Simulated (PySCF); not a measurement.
**Electronic structure of F²⁺ (fluorine, charge +2) at the UHF level**

Configuration: [He] 2s2 2p2 3s1, high-spin 4P determinant (an excited configuration). Computed with PySCF 2.14 in dyall-av2z, with the non-relativistic Hamiltonian (point nucleus).

| Quantity | Value |
| --- | --- |
| Total energy | -96.164448 hartree |
| One-electron energy | -121.4987 hartree |
| Hartree (Coulomb) energy | 34.0041 hartree |
| Exchange energy | -8.6699 hartree |
| Kinetic energy | 96.14024 hartree |
| ⟨S²⟩ | 3.7529 |
| ⟨L²⟩ | 2.008 |
| Sum of ⟨r⟩ | 6.553 bohr |
| Sum of ⟨r²⟩ | 12.48 bohr² |
| Traceless quadrupole moment −½Σ⟨3z² − r²⟩ along its main axis | 0.274 e·bohr² |
| Density at the nucleus (Gaussians lack the cusp) | 441 bohr⁻³ |
| Spin density at the nucleus | 2.13 bohr⁻³ |
| Langevin diamagnetic susceptibility | -9.88 ×10⁻⁶ cm³/mol |

```csv
shell,electrons,mean orbital energy (hartree),"rms radius, mean of both spins (bohr)"
1s α,1,-28.88497,0.203
1s β,1,-28.73631,0.203
2s α,1,-3.58802,0.960
2s β,1,-3.11796,0.960
2p α,2,-2.82972,0.915
3s α,1,-0.84350,2.98
```

The outer electron is Rydberg-like, and this basis confines it to a smaller radius and binds it less than a complete one would.

Spin-orbit constants ζ (cm⁻¹) from the X2C one-electron operator on these orbitals (non-relativistic here): bare nucleus, nucleus screened by l(l+1)(2l+1)/3 electrons, and screened by the Breit-Pauli mean field of the electrons.

| shell | bare | screened nucleus | mean field |
| --- | --- | --- | --- |
| 2p | 613.9 | 477.4 | 425.3 |

To first order the Landé constant is A = 141.8 cm⁻¹, so the lowest level has J = 1/2 and lies 0.0439 eV below the centre of the term. This holds in LS coupling only.
